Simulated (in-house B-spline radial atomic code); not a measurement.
The numbers below are computed, except where a source is named.
## Weak and strong correlation along the adiabatic connection

Two-electron singlets in several external potentials (atomic units), by full CI in B-splines with partial waves to l = 8 (correlation energies up to 0.6 % small). The repulsion is scaled by λ at fixed density; W(λ) is the mean repulsion less the Hartree energy, W(0) = E_x, and the area under W from 0 to 1 is E_xc.

One system gave this curve:

```tsv
λ	W (hartree)
0	-0.40259
0.02	-0.40447
0.05	-0.40721
0.12	-0.41323
0.25	-0.4232
0.4	-0.4331
0.6	-0.44417
0.8	-0.45338
1	-0.46115
1.4	-0.47357
2	-0.48703
3	-0.50178
4.5	-0.51516
7	-0.52774
10	-0.53634
```

Question: Which system is it?
A. −Z/r, Z = 0.729, wall at 5.42 bohr
B. −Z/r, Z = 0.765, wall at 1.86 bohr
C. −Z/r, Z = 2.4
D. −Z/r, Z = 7.34, wall at 0.761 bohr

Answer: A. The exchange energy sets the size: −Z/r, Z = 0.729, wall at 5.42 bohr: E_x = -0.403, E_c = -0.034; −Z/r, Z = 7.34, wall at 0.761 bohr: E_x = -4.46, E_c = -0.0449; −Z/r, Z = 2.4: E_x = -1.28, E_c = -0.0427; −Z/r, Z = 0.765, wall at 1.86 bohr: E_x = -1.02, E_c = -0.044 hartree.
